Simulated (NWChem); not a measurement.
System: ScF3; SMILES [F][Sc]([F])[F]

The following NWChem deck was run.

```
start job
memory heap 200 mb stack 900 mb global 1100 mb
geometry units angstroms noautoz
  Sc     0.000000     0.000000     0.000000
  F     -1.289432    -1.289432     0.000000
  F     -0.471965     1.761397     0.000000
  F      1.761397    -0.471965     0.000000
end
basis spherical
  * library def2-svp
end
dft
  xc scan
  grid coarse
  iterations 150
  mulliken
end
task dft gradient
```

NWChem printed, in part:

```
             Northwest Computational Chemistry Package (NWChem) 7.3.0
             --------------------------------------------------------

 D3H symmetry detected

                             Geometry "geometry" -> ""
                             -------------------------

 Output coordinates in angstroms (scale by  1.889725989 to convert to a.u.)

  No.       Tag          Charge          X              Y              Z
 ---- ---------------- ---------- -------------- -------------- --------------
    1 Sc                  21.0000    -0.00000000    -0.00000000     0.00000000
    2 F                    9.0000     1.28943208     1.28943208     0.00000000
    3 F                    9.0000     0.47196490    -1.76139697     0.00000000
    4 F                    9.0000    -1.76139697     0.47196490     0.00000000

 Effective nuclear repulsion energy (a.u.)     205.2527429945

      Symmetry information
      --------------------

 Group name             D3h
 Group number             27
 Group order              12
 No. of unique centers     2

                                 NWChem DFT Module
                                 -----------------

 Summary of "ao basis" -> "ao basis" (spherical)
 ------------------------------------------------------------------------------
       Tag                 Description            Shells   Functions and Types
 ---------------- ------------------------------  ------  ---------------------
 Sc                         def2-svp                11       31   5s3p2d1f
 F                          def2-svp                 6       14   3s2p1d

      Symmetry analysis of basis
      --------------------------

        a1'        15
        a1"         1
        a2'         4
        a2"         7
        e'         32
        e"         14

  Rotation of axis

            General Information
            -------------------
          SCF calculation type: DFT
          Wavefunction type:  closed shell.
          No. of atoms     :     4
          No. of electrons :    48
           Alpha electrons :    24
            Beta electrons :    24
          Charge           :     0
          Spin multiplicity:     1
          Use of symmetry is: on ; symmetry adaption is: on
          Maximum number of iterations: 150
          AO basis - number of functions:    73
                     number of shells:    29
          Convergence on energy requested:  1.00D-06
          Convergence on density requested:  1.00D-05
          Convergence on gradient requested:  5.00D-04

              XC Information
              --------------
                         SCAN Method XC Functional
                  SCAN metaGGA Exchange Functional  1.000
                        SCAN Correlation Potential  1.000

             Grid Information
             ----------------
          Grid used for XC integration:  coarse
          Radial quadrature: Mura-Knowles
          Angular quadrature: Lebedev.
          Tag              B.-S. Rad. Rad. Pts. Rad. Cut. Ang. Pts.
          ---              ---------- --------- --------- ---------
          Sc                  1.60       95          10.0       302
          F                   0.50       35           7.0       302
          Grid pruning is: on
          Number of quadrature shells:   130
          Spatial weights used:  Erf1

      Superposition of Atomic Density Guess
      -------------------------------------

 Sum of atomic energies:       -1057.50940869

      Non-variational initial energy
      ------------------------------

 Total energy =   -1057.106410
 1-e energy   =   -1865.463497
 2-e energy   =     603.104344
 HOMO         =      -0.660348
 LUMO         =      -0.102656

      Symmetry analysis of molecular orbitals - initial
      -------------------------------------------------

  Numbering of irreducible representations:

     1 a1'         2 a1"         3 a2'         4 a2"         5 e'
     6 e"

  Orbital symmetries:

     1 a1'         2 a1'         3 e'          4 e'          5 a1'
     6 e'          7 e'          8 a2"         9 a1'        10 e'
    11 e'         12 a1'        13 a2"        14 e'         15 e'
    16 a1'        17 e'         18 e'         19 e"         20 e"
    21 a2"        22 a2'        23 e'         24 e'         25 a1'
    26 a1'        27 a2"        28 e"         29 e"         30 e'
    31 e'         32 a1'        33 e'         34 e'

     ---------------------------------------------
      Total Density - Mulliken Population Analysis
     ---------------------------------------------

    Atom       Charge   Shell Charges
 -----------   ------   -------------------------------------------------------
    1 Sc  21    18.63   2.00  2.00  2.00  0.11 -0.00  6.00  6.01  0.10  0.18  0.17  0.07
    2 F    9     9.79   1.99  1.16  0.80  3.64  2.20  0.00
    3 F    9     9.79   1.99  1.16  0.80  3.64  2.20  0.00
    4 F    9     9.79   1.99  1.16  0.80  3.64  2.20  0.00

[...]

                         DFT ENERGY GRADIENTS

    atom               coordinates                        gradient
                 x          y          z           x          y          z
   1 Sc     -0.000000  -0.000000   0.000000   -0.000000  -0.000000   0.000000
   2 F       2.436673   2.436673   0.000000   -0.000331  -0.000331   0.000000
   3 F       0.891884  -3.328558   0.000000   -0.000121   0.000452  -0.000000
   4 F      -3.328558   0.891884   0.000000    0.000452  -0.000121  -0.000000
```

Level: SCAN/def2-SVP. All runs use the structure optimised with B3LYP/6-31G* (spherical d).
